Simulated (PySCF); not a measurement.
C4H7BO, SMILES C#CB(O)CC. Atoms are numbered in the order given.

```xyz
13

C      2.1561    -1.1251     0.5029
C      1.2582    -0.3917     0.1291
B      0.1091     0.5300    -0.3402
O      0.3935     1.7856    -0.7803
C     -1.3889     0.0453    -0.3568
C     -1.8049    -0.8920     0.7842
H      2.9461    -1.7743     0.8337
H      1.3389     1.9859    -0.7694
H     -1.5188    -0.4795    -1.3259
H     -2.0516     0.9260    -0.4132
H     -1.7214    -0.3939     1.7642
H     -1.1629    -1.7864     0.8216
H     -2.8475    -1.2316     0.6763
```
Charge 0, spin multiplicity 1.

Geometry optimised at B3LYP-D3(BJ)/def2-SVP. The structure was generated by enumeration, and PubChem lists no compound with its InChIKey, so it may never have been made. The values are those of a single conformer.

All values below come from PBE0/def2-TZVP (PySCF).

The molecule is in vacuum.

```
Item                                                                                                            Value
---------------------------------------------------------------------------------------------  ----------------------
total energy                                                                                       -256.50019 hartree
highest occupied level                                                                                       -8.14 eV
lowest empty level                                                                                           -1.00 eV
orbital gap                                                                                                   7.15 eV
dipole moment                                                                                               0.298 e·Å
quadrupole, principal values (traceless, Buckingham form, about the centre of nuclear charge)  -3.74, -1.70, 5.44 D·Å
mean static polarisability                                                                       62.8 bohr³ (9.30 Å³)
polarisability, principal values                                                               46.7, 61.6, 80.0 bohr³
```
